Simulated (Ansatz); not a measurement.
Z-matrix (Å, degrees):
```
C
N 1 1.2543
H 2 1.0134 1 111.97
O 1 1.3384 2 122.12 3 -180.00
H 4 0.9692 1 107.21 2 0.00
H 1 1.0896 2 127.32 3 0.00
```
Charge 0, multiplicity 1.

Method: frozen-core CCSD(T)/cc-pVQZ // CAM-B3LYP-D3(BJ)/def2-TZVP run with Ansatz (an electronic-structure program).

```yaml
HF energy: -168.99570 Ha
MP2 correlation energy: -0.64842 Ha
```

Question: Estimate the CCSD correlation energy, the (T) correction, the total energy and the T1 diagnostic.

Answer: 
* **CCSD correlation energy**: -0.65421 Ha
* **(T) correction**: -0.02870 Ha
* **CCSD(T) total energy**: -169.67861 Ha
* **T1 diagnostic**: 0.014
